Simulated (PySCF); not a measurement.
Correlation energy of P²⁺ (phosphorus, charge +2)

[Ne] 3s2 3p1, 2P determinant. Computed with PySCF 2.14 in aug-cc-pV(D+d)Z (5s4p3d, 32 functions), with the non-relativistic Hamiltonian (point nucleus). Frozen: [Ne]; 3 electrons correlated.

MP2 pair energies summed by pair of shells (mhartree):

```json
{"pair": "3s-3s", "energy": "-22.61", "share (%)": "57.7"}
{"pair": "3s-3p", "energy": "-16.60", "share (%)": "42.3"}
```

Total MP2 correlation energy: -39.22 mhartree.

Same-spin part -2.38 and opposite-spin part -36.84 mhartree; SCS-MP2 scales them by 1/3 and 6/5 to -45.00 mhartree.

| level | correlation energy (mhartree) |
| --- | --- |
| CCSD | -59.65 |
| (T) | -0.67 |
| CCSD(T) | -60.32 |

Diagnostics: T1 = 0.011, D1 = 0.0263, largest double amplitude 0.111.

Cost of the coupled-cluster step: 0.19 s of wall time on 1 thread of Neoverse-V2 (shared host), for 3 correlated electrons.
